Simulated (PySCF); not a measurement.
**CH$_{11}$NSi$_{3}$: full NMR table**

* Formula: CH11NSi3
* SMILES: C[Si](N)([SiH3])[SiH3]
* InChI: InChI=1S/CH11NSi3/c1-5(2,3)4/h2H2,1,3-4H3
* Point group of the computed structure: C1
* Degrees of unsaturation: 0
* Carbon signals: 1
* Proton signals: 3

Molfile (atoms numbered from 1):
```
CH11NSi3
     RDKit          3D

 16 15  0  0  0  0  0  0  0  0999 V2000
    0.5763    1.4400   -1.1529 C   0  0  0  0  0  0  0  0  0  0  0  0
    0.0374    0.1369    0.1384 Si  0  0  0  0  0  4  0  0  0  0  0  0
    0.2866    0.9786    1.6424 N   0  0  0  0  0  0  0  0  0  0  0  0
    1.3959   -1.7478   -0.1406 Si  0  0  0  0  0  4  0  0  0  0  0  0
   -2.2569   -0.2307    0.0432 Si  0  0  0  0  0  4  0  0  0  0  0  0
    0.0331    2.3719   -1.0273 H   0  0  0  0  0  0  0  0  0  0  0  0
    1.6365    1.6677   -1.0773 H   0  0  0  0  0  0  0  0  0  0  0  0
    0.3925    1.0852   -2.1629 H   0  0  0  0  0  0  0  0  0  0  0  0
    0.0348    0.5290    2.5077 H   0  0  0  0  0  0  0  0  0  0  0  0
    1.1341    1.5072    1.7763 H   0  0  0  0  0  0  0  0  0  0  0  0
    1.1922   -2.4136   -1.4310 H   0  0  0  0  0  0  0  0  0  0  0  0
    1.1327   -2.7637    0.8876 H   0  0  0  0  0  0  0  0  0  0  0  0
    2.8390   -1.4814   -0.0557 H   0  0  0  0  0  0  0  0  0  0  0  0
   -2.6963   -1.1399    1.1093 H   0  0  0  0  0  0  0  0  0  0  0  0
   -2.6281   -0.8817   -1.2187 H   0  0  0  0  0  0  0  0  0  0  0  0
   -3.1174    0.9514    0.1501 H   0  0  0  0  0  0  0  0  0  0  0  0
  1  2  1  0
  2  3  1  0
  2  4  1  0
  2  5  1  0
  1  6  1  0
  1  7  1  0
  1  8  1  0
  3  9  1  0
  3 10  1  0
  4 11  1  0
  4 12  1  0
  4 13  1  0
  5 14  1  0
  5 15  1  0
  5 16  1  0
M  END
```

PySCF 2.14 calculation with shieldings: GIAO PBE0/pcSseg-1 and geometry from GFN2-xTB; one averaged value for each set of equivalent atoms, isolated molecule, non-relativistic, one conformer.

δ = σ(ref) − σ, references computed at the same level: TMS for 1H and 13C and 29Si; NH3 for 15N.

| carbon | δC, type | δH (multiplicity) | HMBC from (2–3 bonds) | span of the C tensor (ppm) |
| --- | --- | --- | --- | --- |
| C1 | 1.6, CH3 | 0.54 (s) | H11/H12/H13/H14/H15/H16 | 18 |

Other nuclei:
```
                  atoms  nucleus                          environment  δ (ppm)  σ (ppm)
H11/H12/H13/H14/H15/H16       1H   hydrogen on a silicon bonded to Si     3.35    28.37
                 H9/H10       1H  hydrogen on a nitrogen bonded to Si    -0.25    31.97
                    Si2     29Si         silicon bonded to C, N, 2 Si    -19.0    368.2
                Si4/Si5     29Si            silicon bonded to Si, 3 H   -117.3    466.4
                     N3      15N           nitrogen bonded to Si, 2 H     11.2    256.5
```

- δC 1.6: methyl carbon bonded to Si; an electropositive neighbour leaves it electron-rich and shielded.
- δH 3.35: hydrogen on a silicon bonded to Si.
- δH 0.54: hydrogen on a methyl carbon bonded to Si; an electropositive neighbour shields it, as in TMS itself.
- δH -0.25: hydrogen on a nitrogen bonded to Si; labile proton, position sensitive to the medium.

Exchangeable OH/NH protons stand at their gas-phase positions; hydrogen bonding in a real sample shifts them, mostly to higher δ. Shifts are as computed. Against solution values, carbons near 30 ppm lie about +3 ppm off and those near 130 ppm about +5 ppm. Of 1309 compounds with measured shifts, 239 miss one by over three times the rms of a fit or turn the order of signals round; such compounds aren't used in these exercises. Experimental scales use liquid or dissolved standards, which lie at an offset from isolated NH3 (liquid NH3: subtract about 20 ppm). No couplings were computed; multiplicities are counted from neighbouring protons, with m where these are inequivalent, close in shift, in a saturated or five-membered ring or joined by F or P, and br s for small geminal =CH2 splittings.
